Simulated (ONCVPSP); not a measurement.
# What one change does to a pseudopotential (Al, ONCV)

```json
{"Element": "aluminium", "Generator": "ONCVPSP 4.0.1", "Type": "optimised norm-conserving Vanderbilt (ONCV)", "Functional": "PBE", "Relativity": "scalar-relativistic", "Frozen core": "[Ne]", "Valence charge": "3", "Reference configuration": "3s2 3p1", "Partial waves": "3s: rc 1.65 bohr, ncon 3, nbas 6, qcut 5 1/bohr, 3 projectors, debl 0.3 Ha; 3p: rc 1.75 bohr, ncon 4, nbas 9, qcut 5.6 1/bohr, 2 projectors, debl 3.4 Ha; d scattering state at 0.28 Ha: rc 1.45 bohr, ncon 5, nbas 8, qcut 7.2 1/bohr, 1 projector", "Local potential": "polynomial inside 1.05 bohr (lpopt 5, dvloc0 1 Ha)", "Core correction": "Teter function, fcfact 6, rcfact 1.3"}
```

All-electron outer shells of the reference configuration (PBE, scalar-relativistic, ld1.x):

```
shell  level (eV)  outermost node (bohr)  outermost maximum (bohr)
   2s     -108.17                   0.16                      0.50
   2p      -69.64                      –                      0.43
   3s       -7.75                   0.80                      2.09
   3p       -2.71                   0.82                      2.64
```

Change: core correction Teter function, fcfact 4.5, rcfact 1.3.

Cutoffs: the cutoffs (Ha) at which the residual kinetic energy of the hardest occupied pseudo-wave falls to 1 and 0.1 mHa per electron; they do not see the model core or the augmentation charge, which bear on the density cutoff. Errors are all-electron minus pseudo energies relative to the spin-unpolarised reference configuration.

**Question.** What does the change do?

**Answer.** The potential gets neither clearly harder nor softer (5.8 Ha and 14 Ha → 5.8 Ha and 14 Ha); both files keep a bound ghost (s); of the 4 tests that both files solve, the error grows in 1 and shrinks in 1 by more than 15 % and 0.3 meV (median size 1.0 → 0.9 meV). A model core, the more so a compact one, raises the density cutoff, which this test does not measure.

```tsv
quantity	base	changed
cutoff, loose	5.8 Ha	5.8 Ha
cutoff, tight	14 Ha	14 Ha
bound ghosts	s	s
GHOST(+) flags under 300 eV	s at 131.7 eV	s at 131.7 eV
error for 3s2 3p0, meV [ΔE 5.76 eV]	+1.6	+0.4
error for 3s1 3p0, meV [ΔE 24.99 eV]	+20	+17
error for 3s2 3p0.5, meV [ΔE 2.09 eV]	+0.3	+0.1
error for 3s1 3p2, meV [ΔE 5.14 eV]	+0.4	+1.3
s: phases at 1.68 bohr within 0.05 rad from the reference energy up to (Ha; the scan ends near 5)	3.8	3.8
p: phases at 1.77 bohr within 0.05 rad from the reference energy up to (Ha; the scan ends near 5)	4.5	4.5
d: phases at 1.47 bohr within 0.05 rad from the reference energy up to (Ha; the scan ends near 5)	to the end of the scan	to the end of the scan
rms error of d²Exc/dni dnj with the model core, mHa	0.33	0.39
```

Base: The cutoffs count occupied waves only; projector 2 of the p channel, the hardest unoccupied one, needs 106 Ha at the loose tolerance. Changed file: The cutoffs count occupied waves only; projector 2 of the p channel, the hardest unoccupied one, needs 106 Ha at the loose tolerance. A true bound ghost makes a file unfit for plane-wave use even where its test errors are small: the radial tests pick states by their node count and pass the ghost by.
